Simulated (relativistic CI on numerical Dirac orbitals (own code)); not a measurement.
# Electric-dipole transitions in Cr¹²⁺

Calculated at this level of theory: Dirac-Coulomb-Breit CI, separate exchange-only KLI orbitals for each configuration, a model potential for QED, unscaled Slater integrals (own radial code, finite nucleus).

Configuration list (outside the closed core [Ne]): 3s², 3s3p, 3p², 3s3d, 3d², 3p3d, 3p4s, 3s4s, 3s4p, 3d4s, 3s4d, 3s4f, 3s5s, 3s5p, 3s5d, 4s². Levels of other configurations are missing.

```csv
λ vac (nm),Lower,Upper,A (s⁻¹),E lower (cm⁻¹),E upper (cm⁻¹)
5.3788,3s3p ³P°2 [4],3s5d ³D3 [66],1.36e+11,215172,2074313
6.6966,3s² ¹S0 [1],3s4p ¹P°1 [41],1.42e+11,0,1493295
7.0722,3s3p ³P°1 [3],3s4d ³D2 [43],1.53e+11,206090,1620067
7.1158,3s3p ³P°2 [4],3s4d ³D3 [44],2.06e+11,215172,1620494
7.6049,3s3p ¹P°1 [5],3s4d ¹D2 [45],1.78e+11,308895,1623842
8.2505,3p² ¹D2 [6],3s4f ¹F°3 [53],9.34e+10,482939,1694993
8.5358,3s3p ³P°2 [4],3s4s ³S1 [36],1.15e+11,215172,1386713
8.6773,3p² ³P2 [9],3p4s ³P°2 [48],8.45e+10,500013,1652440
9.2009,3s3d ³D1 [11],3s4f ³F°2 [50],4.43e+11,591520,1678368
9.2049,3s3d ³D2 [12],3s4f ³F°3 [51],4.68e+11,592077,1678452
9.2112,3s3d ³D3 [13],3s4f ³F°4 [52],5.27e+11,592948,1678577
9.7962,3s3d ¹D2 [14],3s4f ¹F°3 [53],4.16e+11,674187,1694993
22.259,3p² ¹D2 [6],3p3d ¹F°3 [25],2.13e+10,482939,932188
24.880,3p3d ¹D°2 [18],3d² ¹D2 [30],1.74e+10,821334,1223255
25.681,3s3p ³P°0 [2],3s3d ³D1 [11],1.20e+10,202133,591520
25.908,3s3p ³P°1 [3],3s3d ³D2 [12],1.57e+10,206090,592077
25.921,3p3d ³F°2 [15],3d² ³F2 [27],1.35e+10,805986,1191779
26.283,3p3d ³F°3 [16],3d² ³F3 [28],1.34e+10,812198,1192668
26.471,3s3p ³P°2 [4],3s3d ³D3 [13],1.96e+10,215172,592948
26.710,3p3d ³F°4 [17],3d² ³F4 [29],1.33e+10,819394,1193781
26.718,3p² ³P0 [7],3p3d ³D°1 [20],2.24e+10,483362,857648
26.871,3p² ¹S0 [10],3p3d ¹P°1 [26],2.34e+10,574872,947026
27.201,3p² ³P1 [8],3p3d ³P°2 [19],1.97e+10,489333,856968
27.316,3p² ³P2 [9],3p3d ³D°2 [24],1.64e+10,500013,866096
27.375,3s3p ¹P°1 [5],3s3d ¹D2 [14],3.74e+10,308895,674187
27.379,3p² ³P2 [9],3p3d ³D°3 [22],2.36e+10,500013,865259
29.551,3p² ¹D2 [6],3p3d ¹D°2 [18],1.37e+10,482939,821334
30.439,3p3d ³D°3 [22],3d² ³F4 [29],1.96e+10,865259,1193781
30.621,3p3d ³D°2 [24],3d² ³F3 [28],1.05e+10,866096,1192668
32.373,3s² ¹S0 [1],3s3p ¹P°1 [5],1.88e+10,0,308895
33.621,3p3d ¹F°3 [25],3d² ¹G4 [34],2.12e+10,932188,1229622
34.022,3s3p ³P°1 [3],3p² ³P2 [9],3.82e+09,206090,500013
34.819,3s3p ³P°0 [2],3p² ³P1 [8],5.69e+09,202133,489333
35.107,3s3p ³P°2 [4],3p² ³P2 [9],1.10e+10,215172,500013
36.475,3s3p ³P°2 [4],3p² ³P1 [8],6.13e+09,215172,489333
36.494,3s3d ³D2 [12],3p3d ³D°2 [24],6.48e+09,592077,866096
36.723,3s3d ³D3 [13],3p3d ³D°3 [22],6.60e+09,592948,865259
37.876,3s3d ³D3 [13],3p3d ³P°2 [19],7.35e+09,592948,856968
38.759,3s3d ¹D2 [14],3p3d ¹F°3 [25],1.38e+10,674187,932188
44.161,3s3d ³D3 [13],3p3d ³F°4 [17],4.33e+09,592948,819394
45.429,3s3d ³D2 [12],3p3d ³F°3 [16],3.31e+09,592077,812198
76.601,3s4p ¹P°1 [41],3s4d ¹D2 [45],3.27e+09,1493295,1623842
78.039,3s4p ³P°2 [40],3s4d ³D3 [44],3.76e+09,1492352,1620494
165.34,3s5p ³P°2 [62],3s5d ³D3 [66],1.10e+09,2013833,2074313
167.02,3s5p ¹P°1 [63],3s5d ¹D2 [67],1.02e+09,2018065,2077939
```

Terms are leading LS components. Brackets give the number of a level in order of energy, since labels repeat. The list gives strong lines, with weight on those to low levels, without lines whose two gauges differ by over a factor of 2.5. Levels whose partners in the same complex of configurations lie outside the list can be far off, and so can their lines. Rates are taken at the computed energies, electric ones in the length gauge.

At this charge energies of transitions that change n are usually good to better than 1 %, and those within a shell (Δn = 0) to a few per cent.

LS names give the leading component of a level, which can be under half, so a name can repeat, a term be missing and a line seem to break the LS rules.
